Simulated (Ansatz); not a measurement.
Mulliken charges of H₄MgOSSi (`[SiH3][O][Mg][SH]`) from r2SCAN/def2-TZVPP in Ansatz (PBE0-D4/def2-TZVP geometry).

```
atom   x (Å)   y (Å)   z (Å)  charge (e)
 Si1   0.259   1.761  -0.527       0.433
  O2   0.177   0.230  -0.026      -0.703
 Mg3   0.081  -1.466   0.526       0.948
  S4  -0.009  -3.627   1.242      -0.468
  H5   0.050   1.861  -2.002      -0.105
  H6  -0.781   2.604   0.133      -0.105
  H7   1.590   2.362  -0.218      -0.105
  H8  -1.276  -3.780   0.817       0.105
```

Problem. By hand: the dipole of these point charges (1 e Å = 4.8032 D).

Solution. Σ q r = (-0.155, -0.205, 0.012) e Å, of length 0.257 e Å = 1.23 D.

Problem. How does the dipole of the full density compare? (An estimate is asked.)

Solution. Computed: (-0.132, -0.118, -0.009) e Å, 0.85 D; the point charges give 1.45 times that, at 12° from its direction.

Point charges leave out the atoms' own dipoles, such as those of lone pairs, and Mulliken's split depends on the basis, so the two needn't agree.
